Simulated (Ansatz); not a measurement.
CH₄BFO. The species carries charge 0 and has multiplicity 1. The bonds changed during the relaxation, so this is another structure than the one it started from.

Cartesian coordinates in Å:
```
B 0.664 0.939 0.143
C -0.394 -0.202 -0.007
O 0.218 -1.432 -0.337
F 0.220 2.149 0.450
H -0.962 -0.260 0.938
H 1.843 0.795 0.000
H -1.127 0.116 -0.768
H -0.461 -2.104 -0.419
```

(1) What are the harmonic wavenumbers in cm⁻¹ at PBE0-D4/def2-TZVP (Ansatz, finite differences of forces, unscaled)? (Best estimate.)

(2) Is this a minimum?

(3) Give the ideal-gas thermochemistry at 298.15 K and 1 bar (rigid rotor, harmonic oscillator; point group Cs, symmetry number 1).

(4) And at 400, 500, 600, 800 and 1000 K?

(5) Rotational constants (cm⁻¹)?

Results:

(1) Computed: 106, 258, 295, 451, 559, 939, 991, 1078, 1133, 1187, 1238, 1333, 1430, 1471, 2635, 2962, 2989, 3876.

(2) Yes, all 18 modes are real.

(3) Zero-point energy 149.1 kJ/mol; H(298) − E = 165.0 kJ/mol; entropy 295.2 J/(mol·K), of which translation 160.3, rotation 100.4, vibration 34.5; G(298) − E = 77.0 kJ/mol.

(4) 
```
T (K)  H − E (kJ/mol)  S (J/mol/K)  G − E (kJ/mol)
  400           173.4        319.3            45.7
  500           183.0        340.7            12.6
  600           193.8        360.3           -22.4
  800           218.1        395.1           -98.1
 1000           245.1        425.3          -180.2
```

(5) 1.255, 0.1254, 0.1165.
